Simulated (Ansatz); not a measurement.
**Energy profile**

The step: CH₅BO ([BH2][O][CH3]) → CH₃BO ([BH]1[CH2][O]1) + H₂; bonds formed: B1–C4, H2–H5; bonds broken: B1–H2, C4–H5 (atoms numbered as in the saddle structure below).

```
8
angstrom
B -0.2256 -0.6636 0.2701
H -0.7787 -0.2506 1.3794
O 1.1689 -0.3741 0.2589
C 0.4718 0.5309 -0.5354
H -0.8529 0.3975 0.6351
H -0.8339 -1.5818 -0.1724
H 0.5059 0.3683 -1.6106
H 0.5445 1.5734 -0.2249
```

Electronic energies by CCSD(T) at an estimated basis limit (MP2 extrapolated from triple and quadruple zeta, plus CCSD(T) − MP2 in triple zeta), on PBE0-D4/def2-TZVP structures; CH₅BO, singlet; no counterpoise correction. Program: Ansatz 0.2.0. Basis: def2-TZVPP and def2-QZVPP. Cores are frozen in the correlated methods. Extrapolation: Hartree–Fock as exp(−7.88 √X), correlation as X^−2.97.

Question: Give the profile in kcal/mol, counted from the start structure. (To be estimated.)

Answer: By the calculation:
```tsv
point	kcal/mol
start structure	0.00
saddle	62.25
end structure	42.31
separated: CH₃BO (linked as [BH]1[CH2][O]1; B1, O3, C4, H6, H7, H8; singlet) + H₂ (H2, H5; singlet)	43.06
```

No T1 diagnostic of these runs exceeds 0.017.

For scale, one of the runs: CCSD(T)/def2-TZVPP, 163 basis functions, launched by `ansatz run in.yaml --threads 2 --pin off --events-out ev --progress --plain --max-ram 4352MiB`. Time: 23 s of wall clock on 2 CPU threads of an Arm Neoverse V1; the host was shared. Peak host memory: 1.3 GiB.
